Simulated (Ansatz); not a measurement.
`[Cl][SnH2]`• → Cl• + 2 H• + Sn•  (atomization)

Calculated with Ansatz (gas phase, PBE0-D4/def2-TZVP geometries, no zero-point term in ΔE). CCSD(T)/CBS is the MP2 limit (def2-TZVPP, def2-QZVPP) plus CCSD(T) − MP2 in def2-TZVPP, frozen cores. This one scheme is used for every species, atoms too. Functionals use def2-TZVPP. B3LYP here is the variant with VWN-RPA as its local correlation; programs differ in this. Open shells (•) are unrestricted, without spin–orbit coupling. Spin–orbit coupling would lower the free atoms: a little for Cl; strongly for Sn. Elements past krypton have def2 core potentials. For Sn outer-core shells are correlated without core-valence functions, so the limit isn't a true one: a few kJ/mol of doubt a bond, and 10 to 20 or more in all where bonds break to atoms.

```tsv
level	ΔE (kcal/mol)
PBE-D4	197.5
revPBE-D4	192.8
B97M-V	206.6
PBE0-D4	195.4
B3LYP-D4	196.1
CAM-B3LYP-D4	196.9
ωB97M-V	198.1
r2SCAN0	196.4
```

Task: What does CCSD(T)/CBS give? (An estimate is asked.)

Result: Computed: +199.0 kcal/mol. The listed levels differ from it by -1.5, -6.2, 7.6, -3.6, -2.9, -2.1, -0.9, -2.6 kcal/mol.

Largest T1 diagnostic among the species: 0.015.

The D4 term adds +2.8 kcal/mol with B3LYP and +1.4 kcal/mol with PBE0; it sums over pairs of atoms, weighted by their polarisabilities, and B3LYP, whose exchange is more repulsive, gets the larger term. At CCSD(T), def2-SVP lies −21.0 kcal/mol from the extrapolated value and def2-TZVPP −6.6 kcal/mol: correlation converges slowly with the basis, and small sets miss more of it in the bonded molecule than in its fragments.

For atomizations the MP2-based limit and the directly extrapolated one differ by several kJ/mol either way, and by 10 to 25 for some Ge, Se and Sn compounds, so smaller differences from it don't rank the levels.
